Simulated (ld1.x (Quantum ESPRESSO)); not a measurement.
Varying the TM potential for As

Base potential:

ld1.x (Quantum ESPRESSO) 7.5 input, shortened:

```
&input
   title='As', zed=33., rel=1, dft='PBE', iswitch=3,
   config='[Ar] 3d10 4s2 4p3'
 /
 &inputp
   pseudotype=2, tm=.true., lloc=1,
   nlcc=.true.
 /
2
4S  1  0   2.00   0.00  1.70  1.70  0.0
4P  2  1   3.00   0.00  1.35  1.35  0.0
 &test
   configts(1)='4s2 4p3'
 /
```

Cutoffs, loose and tight: the cutoffs (Ry, on a coarse ladder) from which the occupation-weighted sum of valence levels, in a spherical-Bessel basis at the reference potential, stays within 10 and 1 mRy of its value at 400 Ry. They do not see the model core or the augmentation charge, which bear on the density cutoff. Test errors are all-electron minus pseudo excitation energies from the reference, over the configurations 4s2 4p2; 4s2 4p1; 4s2 4p0; 4s2 4p3.3; 4s2 4p2.5; 4s1 4p4; 4s0 4p5. A dash means not determined; rows that change the core or the reference have their own tests.

A true bound ghost makes a file unfit for plane-wave use even where its test errors are small: the radial tests pick states by their node count and pass the ghost by.

The default core radius of the base comes out at 1.26 bohr.

```tsv
change	outcome	cutoff, loose	cutoff, tight	bound ghosts	largest test error (meV)
base	generated	55 Ry	100 Ry	s	-105
local potential the s channel	generated	55 Ry	100 Ry	p	-94
wave 4s (bound): rc 1.70 bohr becomes 4s (bound): rc 2.42 bohr	generated	55 Ry	100 Ry	none	-138
wave 4p (bound): rc 1.35 bohr becomes 4p (bound): rc 1.96 bohr	generated	35 Ry	50 Ry	none	-122
reference 4s2 4p1.5	generated	55 Ry	90 Ry	s	-254
core correction a·sin(br)/r model core inside 0.90 bohr	generated	55 Ry	100 Ry	s	-110
all radii but the core radius scaled by about 0.85 (s 1.44, p 1.14 bohr)	generated	200 Ry	260 Ry	s	-107
```
